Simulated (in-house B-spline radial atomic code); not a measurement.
Checks on a self-consistent run for S³⁺, [Ne] 3s1 (3p1/2)1 (7f7/2)1. Method: Dirac-Hartree-Fock, average of the jj configuration, Fermi nucleus of rms radius 3.2611 fm. Calculated with an all-electron radial atomic-structure program (B-spline basis).

```
orbital  q     ε (Eh)      <1/r>       <r²>  small-component weight
  1s1/2  2  -94.54277    15.6722  0.0125852               0.0032381
  2s1/2  2  -11.17892     3.1027    0.26487              0.00050314
  2p1/2  2   -8.86531    2.98923   0.236469              0.00047516
  2p3/2  4   -8.79205     2.9642   0.239545              0.00047052
  3s1/2  1   -2.61381   0.926243    2.46453              9.5191e-05
  3p1/2  1   -2.13053   0.841459    2.89288              8.2837e-05
  7f7/2  1   -0.16494  0.0836297    314.021              4.5669e-06
```

Electron-electron repulsion V_ee = 125.0095 hartree.

(1) What total energy follows from the eigenvalues?

(2) Does the Dirac virial theorem hold?

(3) What diamagnetic shielding (Lamb formula) and susceptibility (Langevin formula) do the radii give?

## Answers

(1) The eigenvalues count the repulsion twice, so E = Σqε - V_ee = -269.251 - 125.009 = -394.261 hartree; the run printed -394.261.

(2) For a point nucleus E = -2c²Σq·w, with w the small-component weight. Here Σq·w = 0.010497 and c = 137.0360, so the ratio E/(-2c²Σq·w) is 1.000002.

(3) σ = (α²/3)Σq<1/r> = 57.2364/(3·137.036²) = 1016 ppm, and χ = -0.79199×10⁻⁶·Σq<r²> = -254.5×10⁻⁶ cm³/mol with Σq<r²> = 321.36 bohr². Both are non-relativistic formulas without the paramagnetism of open shells.
